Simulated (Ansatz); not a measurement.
`OC1(F)N[SiH2]1` → C• + F• + 4 H• + N• + O• + Si•  (atomization)

Isolated molecules relaxed with PBE0-D4/def2-TZVP in Ansatz; ΔE leaves out vibrations. CCSD(T)/CBS adds triple-zeta CCSD(T) − MP2 to the extrapolated MP2 energy (def2 sets, frozen cores). This one scheme is used for every species, atoms too. Functionals use def2-TZVPP. B3LYP here is the variant with VWN-RPA as its local correlation; programs differ in this. No spin–orbit coupling; open shells (•) take unrestricted orbitals. Spin–orbit coupling would lower the free atoms: a little for C, F, O, Si. One conformer a species, not always the lowest.

`OC1(F)N[SiH2]1`:

```xyz
9

O     1.386    1.072    0.541
C     0.645    0.024    0.094
F     1.479   -0.997   -0.321
N    -0.409    0.286   -0.845
Si   -1.075   -0.433    0.585
H     1.724    1.558   -0.224
H    -0.321   -0.042   -1.796
H    -1.422   -1.871    0.594
H    -2.007    0.402    1.372
```

```json
{"level": "B3LYP-D4", "ΔE (eV)": "33.03"}
{"level": "PBE", "ΔE (eV)": "34.09"}
```

Question: What does CCSD(T)/CBS give? (An estimate is asked.)

Answer: Ansatz gave: +33.07 eV. The listed levels differ from it by -0.04, 1.02 eV.

Question: What do rigid-rotor, harmonic-oscillator terms from PBE0-D4/def2-TZVP frequencies (298.15 K, 1 bar) make of the CCSD(T)/CBS value? (Estimate.)

Answer: Ansatz gave: ΔZPE = -1.50 eV, ΔH = +31.96 eV, ΔS = 947 J/(mol·K), ΔG = +29.04 eV. Open shells count their whole term as degenerate.

Largest T1 diagnostic among the species: 0.013.

The D4 term adds +0.28 eV with B3LYP and +0.15 eV with PBE0; it sums over pairs of atoms, weighted by their polarisabilities, and B3LYP, whose exchange is more repulsive, gets the larger term. From BLYP to BHLYP (50 % exact exchange), in def2-TZVPP and without D4, ΔE moves by −1.69 eV: exact exchange takes away binding that semilocal exchange gives to molecules.

For atomizations the MP2-based limit and the directly extrapolated one differ by several kJ/mol either way, and by 10 to 25 for some Ge, Se and Sn compounds, so smaller differences from it don't rank the levels.
